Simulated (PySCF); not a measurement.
Er²⁺: excitation energy

Er²⁺ [Xe] 4f12 (high-spin determinant) → Er²⁺ [Xe] 4f11 6s1 (high-spin determinant), as a difference of total energies. All numbers are calculated (PySCF 2.14, the spin-free X2C one-electron Hamiltonian (Gaussian nucleus), in cc-pVDZ-X2C (8s7p5d3f1g, 84 functions)). Correlated levels: valence: [Kr] 4d10 frozen. The calculations carry no spin-orbit coupling.

```json
{"method": "UHF", "excitation energy (eV)": "-0.586"}
{"method": "MP2 (valence)", "excitation energy (eV)": "3.131"}
{"method": "SCS-MP2 (valence)", "excitation energy (eV)": "2.730"}
{"method": "CCSD (valence)", "excitation energy (eV)": "1.796"}
{"method": "CCSD(T) (valence)", "excitation energy (eV)": "1.898"}
```

Q: How much does correlation contribute at CCSD(T) (valence)?

A: 1.898 − (-0.586) = 2.484 eV, measured against UHF.

A first-order spin-orbit estimate (lowest level to lowest level, LS coupling) adds -0.212 eV.

The basis was made for the ground configuration and has no added diffuse functions, so the excitation energy can come out too high.

The determinant of the lower state and of the upper state mixes LS terms, which raises its energy above the lowest term, most at the Hartree-Fock and MP2 levels.
